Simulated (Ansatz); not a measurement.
Compare A (`CS[SiH](N)O`) with its isomer B (`OCN[SiH2]S`).

Isolated molecules relaxed with PBE0-D4/def2-TZVP in Ansatz; ΔE leaves out vibrations. CCSD(T)/CBS adds triple-zeta CCSD(T) − MP2 to the extrapolated MP2 energy (def2 sets, frozen cores). DFT in def2-TZVPP. B3LYP here is the variant with VWN-RPA as its local correlation; programs differ in this. One conformer a species, not always the lowest.

Question: Which isomer does CCSD(T)/CBS put lower? Give the gap. (Best estimate.)

Answer: Computed: A, by 190.0 kJ/mol.

Question: Give E(B) − E(A) in kJ/mol with CCSD/def2-TZVPP, HF/def2-TZVPP, CCSD(T)/def2-TZVPP, B3LYP-D4, ωB97M-V, B3LYP, B2PLYP. (An estimate is asked.)

Answer: The calculation gave: CCSD/def2-TZVPP 183.4, HF/def2-TZVPP 187.7, CCSD(T)/def2-TZVPP 182.3, B3LYP-D4 182.7, ωB97M-V 185.1, B3LYP 182.6, B2PLYP 187.4. None reverses the order clearly.

Largest T1 diagnostic: 0.011.

From PBE to PBE0 (25 % exact exchange), in def2-TZVPP and without D4, E(B) − E(A) moves by +5.3 kJ/mol.
